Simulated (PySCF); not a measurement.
[Ti(F)4], neutral singlet in the gas phase. 

Cartesian coordinates (Å):
```xyz
5

Ti    -0.0280     0.0598     0.0683
F      0.5370     0.5688    -1.5015
F     -1.0480    -1.3418    -0.1169
F     -0.9436     1.3493     0.8052
F      1.3333    -0.3466     1.0815
```
Charge 0, multiplicity 1.

All levels are single points at this geometry (BP86-D3(BJ)/def2-SVP); Pople sets use spherical d functions. Orbital energies aren't observables, and empty levels follow the basis.

HF/3-21G in PySCF gives dipole (D) = 0.03.

Question: Estimate the dipole (D) from each of these levels: B3LYP-D3(BJ)/def2-TZVP in PySCF; TPSSh-D3(BJ)/def2-TZVP in PySCF; B3LYP/6-311+G** (LANL2DZ on Ti) in PySCF; B3LYP/6-31G* (LANL2DZ on Ti) in PySCF; B3LYP/LANL2DZ in PySCF; BP86/6-31G* (LANL2DZ on Ti) in PySCF; HF/6-31G* (LANL2DZ on Ti) in PySCF; HF/STO-3G in PySCF.

Answer: 
```
level                                     dipole (D)
----------------------------------------  ----------
B3LYP-D3(BJ)/def2-TZVP in PySCF                 0.02
TPSSh-D3(BJ)/def2-TZVP in PySCF                 0.02
B3LYP/6-311+G** (LANL2DZ on Ti) in PySCF        0.02
B3LYP/6-31G* (LANL2DZ on Ti) in PySCF           0.02
B3LYP/LANL2DZ in PySCF                          0.02
BP86/6-31G* (LANL2DZ on Ti) in PySCF            0.02
HF/6-31G* (LANL2DZ on Ti) in PySCF              0.03
HF/STO-3G in PySCF                              0.02
```
